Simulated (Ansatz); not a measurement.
Cost and result for the atomization energy of `C[SiH](Br)Br` (8 atoms, 7 bonds).

Total charge 0; spin multiplicity 1. Correlated methods include outer-core shells of Br, which these sets cover unevenly. Scalar relativity is left out up to krypton. The geometry is a stationary point of PBE0-D4/def2-TZVP. Program: Ansatz. All runs use 4 threads of a server CPU on a shared host. Times are those of one run each, without the atoms' runs, and a repeat can differ threefold. Electronic energies, without spin–orbit coupling; frozen cores. CCSD(T)/CBS adds CCSD(T) − MP2 in def2-TZVPP to the MP2 limit, and its time is that of the two runs behind it. T1 = 0.008. With those shells the extrapolation isn't a true limit. B3LYP takes the VWN-RPA correlation (the form of Gaussian; ORCA's B3LYP/G). HSE06 is the plane-wave form, built on full-range PBE exchange.

CCSD(T)/CBS is a level of theory with its own doubt, some kJ/mol a heavy atom from the limit and from the frozen cores, so smaller differences don't rank the functionals.

| level | functions | wall time |
| --- | --- | --- |
| BLYP-D4/def2-TZVPP | 225 | 3.7 s |
| PBE0-D4/def2-TZVPP | 225 | 7 s |
| BHLYP-D4/def2-TZVPP | 225 | 7 s |
| HSE06-D4/def2-TZVPP | 225 | 7.5 s |
| CAM-B3LYP-D4/def2-TZVPP | 225 | 7.5 s |
| B3LYP-D4/def2-TZVPP (with forces) | 225 | 10 s |
| CCSD(T)/def2-SVP | 116 | 15 s |
| ωB97X-V/def2-TZVPP | 225 | 16 s |
| B97M-V/def2-TZVPP | 225 | 17 s |
| ωB97M-V/def2-TZVPP (with forces) | 225 | 24 s |
| MP2/def2-QZVPP | 425 | 39 s |
| CCSD(T)/def2-TZVPP | 225 | 5.3 min |
| CCSD(T)/CBS(def2) | – | 5.9 min |

(1) What atomization energy does each give, and how far from CCSD(T)/CBS? (Best estimate.)

Results:

(1) Ansatz gave: 
```csv
level,atomization (kcal/mol),difference from CCSD(T)/CBS,per bond
BLYP-D4/def2-TZVPP,624.3,-15.3,-2.2
PBE0-D4/def2-TZVPP,635.8,-3.8,-0.5
BHLYP-D4/def2-TZVPP,621.3,-18.3,-2.6
HSE06-D4/def2-TZVPP,636.2,-3.4,-0.5
CAM-B3LYP-D4/def2-TZVPP,631.5,-8.1,-1.2
B3LYP-D4/def2-TZVPP (with forces),630.4,-9.2,-1.3
CCSD(T)/def2-SVP,593.8,-45.8,-6.5
ωB97X-V/def2-TZVPP,636.8,-2.8,-0.4
B97M-V/def2-TZVPP,636.2,-3.4,-0.5
ωB97M-V/def2-TZVPP (with forces),634.7,-4.9,-0.7
MP2/def2-QZVPP,641.3,1.7,0.2
CCSD(T)/def2-TZVPP,619.6,-20.0,-2.8
CCSD(T)/CBS(def2),639.6,0.0,0.0
```

From PBE to PBE0 (25 % exact exchange), in def2-TZVPP and without D4, the atomization energy moves by −3.2 kcal/mol: exact exchange takes away binding that semilocal exchange gives to molecules. In def2-TZVPP, CCSD(T) changes the Hartree–Fock value by +138.0 kcal/mol (the triples alone add +8.7 kcal/mol) and MP2 by +148.0 kcal/mol; breaking electron pairs costs correlation energy, which Hartree–Fock lacks. At CCSD(T), def2-SVP lies −45.8 kcal/mol from the extrapolated value and def2-TZVPP −19.9 kcal/mol: correlation converges slowly with the basis, and small sets miss more of it in the bonded molecule than in its fragments.
